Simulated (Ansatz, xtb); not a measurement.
Diatomic GaRu, multiplicity 4 (lowest of 2S+1 = 2, 4, 6 at PBE0/def2-TZVPP; our sources give no spin for the ground state, which may be another). No spin–orbit coupling. Ga is treated without relativity.

The constants come from a fifth-degree fit in 1/R (seven points, main isotopes). In def2 and cc sets the state is the lowest found near the PBE0 minimum, followed along R.

Run with Ansatz (Gaussian basis) for Hartree–Fock, density functionals and correlated methods; xtb for the GFN methods. Values without a source in brackets are computed. In def2 rows elements past Kr take small-core potentials, without spin–orbit coupling. The GFN methods have no spin term and hold the electronic entropy of 300 K.

Q: What bond length and harmonic frequency does GFN1-xTB give?

A: r_e = 2.438 Å, ω_e = 243 cm⁻¹.

Q: What bond length and harmonic frequency does PBE/def2-TZVPP give?

A: r_e = 2.344 Å, ω_e = 236 cm⁻¹.

Q: What bond length and harmonic frequency does r2SCAN/def2-TZVPP give?

A: r_e = 2.361 Å, ω_e = 233 cm⁻¹.

Doubts at one or more of the structures used: a spin-contaminated determinant (r2SCAN/def2-TZVPP).

Ansatz is a first-principles code.
